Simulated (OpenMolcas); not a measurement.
Pr4+ with 7 ligands (oxide) in pentagonal bipyramidal coordination (D5h) at 2.29 Å, the axial distance 2.450 Å. A charge of +1.43 e stands 3.2 Å behind each ligand. Ligand basis ANO-RCC-VDZP.

```json
{
  "Program": "OpenMolcas",
  "Method": "CASSCF",
  "Basis": "ANO-RCC-VDZP [7s6p4d2f1g]",
  "Scalar Hamiltonian": "DKH2, point nucleus",
  "Active space": "1 electron in 7 orbitals (4f)",
  "State averaging": "2S+1 = 2 odd, 7 roots",
  "Spin-orbit coupling": "RASSI with atomic mean-field integrals over the reference wave functions"
}
```

(1) What is the spin-free ground state?

(2) Where is the first state of the same spin?

(3) What are the lowest two levels with spin-orbit coupling?

(4) What is χT at 300 K, and how does it compare with the textbook value?

Answers

(1) A state of multiplicity 2, 2-fold in its orbital part, 100 % from free-ion F terms; it has the highest spin that f1 allows.

(2) A 2-fold state lies at 388 cm-1 above the ground state.

(3) A 2-fold level with g = 0.00, 0.00, 2.45, then a 2-fold level 367.9 cm-1 above it. Their leading multiplicities are 2 (100 %) and 2 (100 %).

(4) Hund's rules give f1 the level 2F5/2 with g = 0.857, so an isolated free-ion multiplet has χT = g² J(J+1) / 8 = 0.804 cm3 K/mol. The computed 0.584 at 300 K differs by -27 %, through the field's splitting, the mixing of terms and any other multiplet in reach.

The oxide ions are held by bare point charges, a crude embedding. No measured value stands beside these numbers; the geometry was imposed, not optimised, and the real ion may take another.
